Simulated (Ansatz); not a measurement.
CH3FSSe (`FC(S)[SeH]`), relaxed with RKS PBE-D4/def2-SVP in Ansatz 0.2.0 from a rough embedded geometry. The force threshold is 0.03 eV/Å; the program also tests the step.

Total charge 0; spin multiplicity 1.

Start:

```xyz
7

F    -1.361   -0.449    0.281
C    -0.040   -0.030   -0.088
S     0.002    1.758   -0.096
Se    1.244   -0.624    1.241
H     0.217   -0.413   -1.081
H    -0.974    1.873   -1.105
H     0.911   -2.115    0.848
```

```csv
step,energy (eV),largest force (eV/Å),largest move (Å)
1,-79954.4237,1.443,0.000
2,-79954.5820,1.276,0.106
3,-79954.6166,0.573,0.064
4,-79954.6244,0.217,0.018
5,-79954.6261,0.084,0.036
6,-79954.6267,0.014,0.012
```

End:

```xyz
7

F    -1.379   -0.491    0.260
C    -0.126   -0.039   -0.070
S    -0.022    1.782   -0.078
Se    1.239   -0.659    1.232
H     0.135   -0.445   -1.068
H    -0.865    1.933   -1.139
H     1.018   -2.081    0.863
```

It took 20 s on 2 threads of an Intel Xeon on a shared host, with 0.16 GiB of host memory at the peak.
